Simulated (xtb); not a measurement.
Cl₄Zr, charge -1, doublet, from a rough starting geometry (GFN-xTB shapes and energies of metal compounds can be far from the true ones) (the multiplicity is a formal guess); xtb with GFN2-xTB.

Here is a job for xtb.
```
$ xtb mol.xyz --gfn 2 --chrg -1 --uhf 1 --opt vtight --json

# file mol.xyz
5

Zr     0.00058962    -0.00859678     0.02634631
Cl     1.84472566    -0.57449539    -1.28762631
Cl     0.62251052     0.44256464     2.12410202
Cl    -0.95070854     1.78278618    -0.89646622
Cl    -1.48583639    -1.76557222     0.05933462
```

Output, abridged:

```
   ID    Z sym.   atoms
    1   40 Zr     1
    2   17 Cl     2-5

           -------------------------------------------------
          |                Calculation Setup                |
           -------------------------------------------------

           -------------------------------------------------
          |                 G F N 2 - x T B                 |
           -------------------------------------------------

          ...................................................
          :                      SETUP                      :
          :.................................................:
          :  # basis functions                  50          :
          :  # atomic orbitals                  45          :
          :  # shells                           15          :
          :  # electrons                        33          :
          :  max. iterations                   250          :
          :  Hamiltonian                  GFN2-xTB          :
          :  restarted?                      false          :
          :  GBSA solvation                  false          :
          :  PC potential                    false          :
          :  electronic temp.          300.0000000     K    :
          :  accuracy                    1.0000000          :
          :  -> integral cutoff          0.2500000E+02      :
          :  -> integral neglect         0.1000000E-07      :
          :  -> SCF convergence          0.1000000E-05 Eh   :
          :  -> wf. convergence          0.1000000E-03 e    :
          :  Broyden damping             0.4000000          :
          :  net charge                         -1          :
          :  unpaired electrons                  1          :
          ...................................................

 iter      E             dE          RMSdq      gap      omega  full diag
   1    -20.3530071 -0.203530E+02  0.437E+00    0.02       0.0  T
   2    -20.3689756 -0.159686E-01  0.310E+00    0.02       1.0  T
   3    -20.3699464 -0.970745E-03  0.163E+00    0.02       1.0  T
   4    -20.3704761 -0.529735E-03  0.467E-01    0.02       1.0  T
   5    -20.3705564 -0.802568E-04  0.170E-01    0.02       1.0  T
   6    -20.3705933 -0.368798E-04  0.634E-02    0.02       1.0  T
   7    -20.3705990 -0.574924E-05  0.414E-02    0.02       1.1  T
   8    -20.3706026 -0.359597E-05  0.796E-03    0.02       5.6  T
   9    -20.3706027 -0.130163E-06  0.247E-03    0.02      18.1  T
[...]
         :: total energy             -20.330817909227 Eh    ::
 * total energy  :   -20.3308179 Eh     change       -0.7513989E-11 Eh
 * total energy  :   -20.3345212 Eh     change       -0.3703308E-02 Eh
 * total energy  :   -20.3352228 Eh     change       -0.7015957E-03 Eh
 * total energy  :   -20.3352888 Eh     change       -0.6602202E-04 Eh
 * total energy  :   -20.3353178 Eh     change       -0.2894359E-04 Eh
 * total energy  :   -20.3353183 Eh     change       -0.4814573E-06 Eh
 * total energy  :   -20.3353185 Eh     change       -0.2856040E-06 Eh
 * total energy  :   -20.3353186 Eh     change       -0.2158819E-07 Eh
   *** GEOMETRY OPTIMIZATION CONVERGED AFTER 8 ITERATIONS ***
         :: total energy             -20.335318567088 Eh    ::
[...]
       ...                                ...                  ...
        45                          0.8698226              23.6691
      -------------------------------------------------------------
                  HL-Gap            0.0000005 Eh            0.0000 eV
             Fermi-level           -0.1970430 Eh           -5.3618 eV

     #   Z          covCN         q      C6AA      α(0)
     1  40 Zr       2.936     0.824   106.515    24.834
     2  17 Cl       0.734    -0.456   113.886    16.323
     3  17 Cl       0.734    -0.456   113.886    16.323
     4  17 Cl       0.734    -0.456   113.885    16.323
     5  17 Cl       0.734    -0.456   113.886    16.323

 Mol. C6AA /au·bohr⁶  :       2716.778489
 Mol. C8AA /au·bohr⁸  :     159239.149866
 Mol. α(0) /au        :         90.127336

Wiberg/Mayer (AO) data.
largest (>0.10) Wiberg bond orders for each atom

 ---------------------------------------------------------------------------
     #   Z sym  total        # sym  WBO       # sym  WBO       # sym  WBO
 ---------------------------------------------------------------------------
     1  40 Zr   3.391 --     4 Cl   0.848     5 Cl   0.848     3 Cl   0.848
                             2 Cl   0.848
     2  17 Cl   0.956 --     1 Zr   0.848
     3  17 Cl   0.956 --     1 Zr   0.848
     4  17 Cl   0.956 --     1 Zr   0.848
     5  17 Cl   0.956 --     1 Zr   0.848
 ---------------------------------------------------------------------------

Topologies differ in total number of bonds
Writing topology from bond orders to xtbtopo.mol

molecular dipole:
                 x           y           z       tot (Debye)
 q only:       -0.012       0.047      -0.010
   full:       -0.012       0.047      -0.010       0.125
molecular quadrupole (traceless):
                xx          xy          yy          xz          yz          zz
 q only:        0.001       0.001      -0.002       0.000       0.001       0.001
  q+dip:        0.001       0.001      -0.002       0.000       0.001       0.000
   full:        0.001       0.001      -0.002       0.000       0.001       0.000

optimized geometry written to: xtbopt.xyz

           -------------------------------------------------
          | TOTAL ENERGY              -20.335318567088 Eh   |
          | GRADIENT NORM               0.000018972965 Eh/α |
          | HOMO-LUMO GAP               0.000013822936 eV   |
           -------------------------------------------------

normal termination of xtb
```
